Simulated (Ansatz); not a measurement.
Program: Ansatz. Geometries: PBE0-D4/def2-TZVP. ΔE: electronic, gas phase. CCSD(T)/CBS adds triple-zeta CCSD(T) − MP2 to the extrapolated MP2 energy (def2 sets, frozen cores). Functionals use def2-TZVPP. B3LYP here is the variant with VWN-RPA as its local correlation; programs differ in this. For Se outer-core shells are correlated without core-valence functions, which leaves a few kJ/mol of doubt a bond. Scalar relativity is left out up to krypton. One conformer a species, not always the lowest.

Consider the formal exchange of groups at the Se–Si bond: `N=C[SiH2][SeH]` + `[AlH2][NH][SiH3]` → `[SiH3][NH][AlH][SeH]` + `N=C[SiH3]`.

```
             level  ΔE (kJ/mol)
         r2SCAN-D4        -59.5
          B3LYP-D4        -57.6
              PBE0        -57.4
    MP2/def2-TZVPP        -59.9
SCS-MP2/def2-TZVPP        -59.4
   CCSD/def2-TZVPP        -61.2
     HF/def2-QZVPP        -61.1
SCS-MP2/def2-QZVPP        -58.9
```

What does CCSD(T)/CBS give? (An estimate is asked.)

The calculation gave: -60.1 kJ/mol. The listed levels differ from it by 0.6, 2.5, 2.7, 0.2, 0.7, -1.1, -1.0, 1.2 kJ/mol.

Largest T1 diagnostic among the species: 0.012.
